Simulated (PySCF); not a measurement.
Simulated Si 2p region for `F[Si@H](P)[SiH2]P`, binding energy against the vacuum level.

Every computed line was given a Gaussian of 1.0 eV full width at half maximum and an area set by the number of equivalent atoms (split 2:1 within a doublet); the highest printed point is 100. The calculation used delta-SCF UKS SCAN, pcX-2 on the ionised atom, pcseg-1 elsewhere, spin-free X2C (PySCF).

| binding energy (eV) | intensity |
| --- | --- |
| 105.1 | 0 |
| 105.2 | 0 |
| 105.3 | 1 |
| 105.4 | 1 |
| 105.5 | 2 |
| 105.6 | 4 |
| 105.7 | 7 |
| 105.8 | 12 |
| 105.9 | 17 |
| 106.0 | 25 |
| 106.1 | 33 |
| 106.2 | 43 |
| 106.3 | 52 |
| 106.4 | 62 |
| 106.5 | 70 |
| 106.6 | 76 |
| 106.7 | 82 |
| 106.8 | 86 |
| 106.9 | 90 |
| 107.0 | 93 |
| 107.1 | 96 |
| 107.2 | 99 |
| 107.3 | 100 |
| 107.4 | 100 |
| 107.5 | 97 |
| 107.6 | 92 |
| 107.7 | 86 |
| 107.8 | 78 |
| 107.9 | 70 |
| 108.0 | 61 |
| 108.1 | 53 |
| 108.2 | 45 |
| 108.3 | 37 |
| 108.4 | 29 |
| 108.5 | 23 |
| 108.6 | 17 |
| 108.7 | 12 |
| 108.8 | 8 |
| 108.9 | 5 |
| 109.0 | 3 |
| 109.1 | 2 |
| 109.2 | 1 |
| 109.3 | 1 |
| 109.4 | 0 |
| 109.5 | 0 |
| 109.6 | 0 |

Count the maxima, the lines and the sites behind this envelope.

The curve has 1 maximum (at 107.3 eV). Under it lie 4 lines from 2 inequivalent silicon sites, each drawn as a 2p3/2, 2p1/2 pair. At this width some lines have no maximum of their own.

Decompose the envelope and assign each component. Numbering: `[F:1][Si@H:2]([PH2:3])[SiH2:4][PH2:5]`.

```tsv
position (eV)	relative area	line	atoms	environment
106.57	0.67	Si 2p3/2	Si4	SiH2 silicon
107.19	0.33	Si 2p1/2	Si4	SiH2 silicon
107.48	0.67	Si 2p3/2	Si2	fluorine-bound silicon
108.11	0.33	Si 2p1/2	Si2	fluorine-bound silicon
```

What are the centre and the root-mean-square width of the whole band?

The area-weighted mean of the lines is 107.23 eV. Their own spread about it is 0.54 eV (rms) and each Gaussian has σ = 1.0/2.355 = 0.42 eV; the variances add, which gives 0.69 eV.

The listed Si 2p3/2 values span 0.91 eV, from Si4 (bonded to 2 H, P and Si) to Si2 (bonded to F, H, P and Si).

No satellites, vibrations or lifetime broadening are included. 2p3/2 and 2p1/2 are the ΔSCF energy of one spin-free 2p hole plus the eigenvalues of a spin–orbit and ligand-field matrix of the shell. 2p1/2 minus 2p3/2 (ligand field included): Si 0.62 eV. One conformer (not necessarily the lowest) at the GFN2-xTB geometry, without solvent, vibrations or thermal averaging.

Conformer computed: `[F:1][Si@H:2]([PH2:3])[SiH2:4][PH2:5]`: F1–Si2–Si4–P5 -50°, H–P3–Si2–F1 -83°, H–P3–Si2–F1 -176°, H–P5–Si4–Si2 -49°, H–P5–Si4–Si2 44°.
